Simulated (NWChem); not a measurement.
SiH$_{2}$O, singlet; SMILES O[SiH]

Program: NWChem. Low-valent species are run as closed-shell singlets; no triplet was tried in these runs. The geometry was optimised at PBE0/def2-SVP. Ions are spin-unrestricted doublets at the neutral geometry; other ion states weren't tried.

Q: What does the run give for PBE/def2-SVP? Quantities: vertical ionisation energy, ΔSCF (eV); −ε(HOMO) (eV).

A: 
```
Item                                   Value
-------------------------------------  -----
vertical ionisation energy, ΔSCF (eV)   9.00
−ε(HOMO) (eV)                           5.43
```
